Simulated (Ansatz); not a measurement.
Relaxation of BCl₂H₃O (7 atoms, charge 0, multiplicity 1), to a largest force component of 0.03 eV/Å in at most 50 steps.

All numbers below come from Ansatz 0.2.0, RKS PBE0-D4/cc-pVDZ.

```xyz
7
Properties=species:S:1:pos:R:3
B 0.105 -0.372 0.039
Cl 0.010 -0.737 1.826
Cl 1.667 -0.309 -0.744
O -1.011 -0.235 -0.690
H -1.809 -0.321 -0.152
H 0.161 1.984 0.479
H 0.138 1.749 1.158
```

Q: Where does it end, and by what steps?

A: It converged. After 7 steps the energy has fallen by 0.190 eV; H7 moved furthest, 0.55 Å.

| step | energy less start (eV) | largest force component (eV/Å) | accepted |
| --- | --- | --- | --- |
| 0 | 0.0000 | 1.626 | yes |
| 1 | -0.1334 | 0.688 | yes |
| 2 | -0.1697 | 0.442 | yes |
| 3 | -0.1817 | 0.380 | yes |
| 4 | -0.1752 | 0.368 | no |
| 5 | -0.1868 | 0.199 | yes |
| 6 | -0.1893 | 0.083 | yes |
| 7 | -0.1897 | 0.011 | yes |

```xyz
7
Properties=species:S:1:pos:R:3
B 0.091 -0.619 0.019
Cl -0.013 -1.067 1.728
Cl 1.656 -0.515 -0.764
O -1.009 -0.359 -0.706
H -1.818 -0.442 -0.183
H 0.116 2.481 0.549
H 0.237 2.279 1.273
```

The run took 16 s on 2 threads of Arm Neoverse V1 (shared host), peak memory 0.16 GiB.
